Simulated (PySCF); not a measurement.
## Ionisation energy of Bi⁺ by level of theory

Bi⁺ [Xe] 4f14 5d10 6s2 6p2 (3P) → Bi²⁺ [Xe] 4f14 5d10 6s2 6p1 (2P), as a difference of total energies. All numbers are calculated (PySCF 2.14, scalar relativity through the core potential, in aug-cc-pVQZ-PP with ECP60MDF (7s7p5d3f2g, 92 functions)). Correlated levels: valence: 5s2 5p6 5d10 frozen. The calculations carry no spin-orbit coupling.

| method | ionisation energy (eV) |
| --- | --- |
| UHF | 15.308 |
| MP2 (valence) | 15.612 |
| SCS-MP2 (valence) | 15.553 |
| CCSD (valence) | 15.643 |
| CCSD(T) (valence) | 15.661 |

Question: How much does correlation contribute at CCSD(T) (valence)?

Answer: 15.661 − (15.308) = 0.353 eV, measured against UHF.

Spin-orbit coupling is strong in these open shells (close to jj coupling). The scalar numbers leave it out and a first-order estimate fails, so it can dominate the gap to the real levels.

Errors of the correlated levels include the incompleteness of this basis and the frozen core.

For comparison: 16.703 eV (measured; NIST Atomic Spectra Database, ionization energies).
